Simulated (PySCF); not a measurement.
## Neon: a sound run and one with changed settings

Sound run: Ne²⁺ [He] 2s2 2p4, Ne³⁺ [He] 2s2 2p3. Computed with PySCF 2.14 in cc-pVDZ-DK, with scalar relativity by spin-free X2C-1e. The sound run starts from symmetry-adapted Hartree-Fock orbitals and uses a fine grid where one is needed.

Changed run: 6 angular points. This setting is unsound on purpose.

```tsv
species	method	sound run (hartree)	changed run (hartree)	converged
Ne²⁺	UHF	-126.45544	-126.45544	yes
Ne²⁺	TPSS	-126.76703	-126.84545	yes
Ne²⁺	PBE	-126.63807	-126.69035	yes
Ne³⁺	UHF	-124.18783	-124.18783	yes
Ne³⁺	TPSS	-124.41585	-124.41585	yes
Ne³⁺	PBE	-124.28922	-124.28922	yes
```

Ionisation energy of Ne²⁺:

```tsv
method	sound run (eV)	changed run (eV)
UHF	61.705	61.705
TPSS	63.979	66.113
PBE	63.916	65.338
```

A coarse angular grid integrates products of high-l functions wrongly, so density functionals can shift, and the SCF can exploit the error; Hartree-Fock and MP2 need no grid.

For comparison, NIST gives 63.423 eV between the lowest levels.
